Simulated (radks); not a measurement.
The numbers below are computed, except where a source is named.
Charge is removed step by step from the 3p3/2 level of Fe+, starting from [Ne] 3s2 3p(1/2: 2, 3/2: 4) 3d6 4s1. Level of theory: Dirac Kohn-Sham, PBEsol, spin-unpolarised, spherical densities, point nucleus; open shells fill j = l - 1/2 first (a radial shooting solver on a logarithmic mesh with Libxc functionals).

[
 {"removed (e)": "0", "E - E(0) (eV)": "0.000", "eigenvalue (eV)": "-67.909", "E minus straight line (eV)": "0.000"},
 {"removed (e)": "0.1", "E - E(0) (eV)": "6.873", "eigenvalue (eV)": "-69.552", "E minus straight line (eV)": "-0.785"},
 {"removed (e)": "0.2", "E - E(0) (eV)": "13.912", "eigenvalue (eV)": "-71.231", "E minus straight line (eV)": "-1.404"},
 {"removed (e)": "0.3", "E - E(0) (eV)": "21.120", "eigenvalue (eV)": "-72.943", "E minus straight line (eV)": "-1.854"},
 {"removed (e)": "0.4", "E - E(0) (eV)": "28.501", "eigenvalue (eV)": "-74.686", "E minus straight line (eV)": "-2.131"},
 {"removed (e)": "0.5", "E - E(0) (eV)": "36.058", "eigenvalue (eV)": "-76.460", "E minus straight line (eV)": "-2.232"},
 {"removed (e)": "0.6", "E - E(0) (eV)": "43.794", "eigenvalue (eV)": "-78.262", "E minus straight line (eV)": "-2.154"},
 {"removed (e)": "0.7", "E - E(0) (eV)": "51.712", "eigenvalue (eV)": "-80.092", "E minus straight line (eV)": "-1.895"},
 {"removed (e)": "0.8", "E - E(0) (eV)": "59.813", "eigenvalue (eV)": "-81.948", "E minus straight line (eV)": "-1.451"},
 {"removed (e)": "0.9", "E - E(0) (eV)": "68.102", "eigenvalue (eV)": "-83.830", "E minus straight line (eV)": "-0.820"},
 {"removed (e)": "1", "E - E(0) (eV)": "76.580", "eigenvalue (eV)": "-85.736", "E minus straight line (eV)": "0.000"}
]

Removing the whole electron costs 76.580 eV by Delta-SCF, against 67.909 eV from minus the eigenvalue at the starting occupation. Slater's transition state (half an electron removed) gives 76.460 eV. Integrating minus the eigenvalue over the occupation (Janak's theorem) gives 76.580 eV. The mean slope of the eigenvalue, de/dn, is 17.8 eV per electron.
